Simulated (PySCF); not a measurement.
**Dipole response of Xe⁺ (xenon, charge +1)**

[Kr] 4d10 5s2 5p4 6s1, high-spin 4P determinant (an excited configuration). All numbers are calculated (PySCF 2.14, scalar relativity through the core potential, in aug-cc-pVQZ-PP with ECP28MDF (7s7p5d3f2g, 92 functions)). Coupled (time-dependent) response in atomic units; α is the mean over directions.

```csv
method,mean α (bohr³),"α xx, yy, zz",C₆ (like pair),S(−4)
UHF,198.0,"230.8, 132.3, 230.8",2519,32910
PBE,135.4,"161.4, 83.30, 161.4",1513,14800
PBE0,149.2,"179.0, 89.78, 178.9",1716,18290
BLYP,129.6,"147.3, 94.14, 147.3",1445,13000
```

S(−4) is the Cauchy moment in α(ω) = α(0) + S(−4) ω² + …

Spin-orbit coupling is absent.

α(iu) at BLYP:

| u (hartree) | α(iu) (bohr³) |
| --- | --- |
| 0 | 129.6 |
| 0.0500 | 104.2 |
| 0.100 | 68.13 |
| 0.200 | 33.68 |
| 0.300 | 21.73 |
| 0.500 | 12.69 |
| 0.750 | 7.976 |
| 1.00 | 5.518 |
| 1.50 | 3.134 |
| 2.00 | 2.060 |
| 3.00 | 1.129 |
| 5.00 | 0.5113 |

For an ion, C₆ is the dispersion term alone; charge-induced terms of lower order in 1/R come first.

The components differ because the open shell of this determinant is not spherical; for a pure term their mean is the scalar polarisability.

Energies and moments cover only the electrons outside the core potential. The outer electron is Rydberg-like, and this basis confines it to a smaller radius and binds it less than a complete one would.
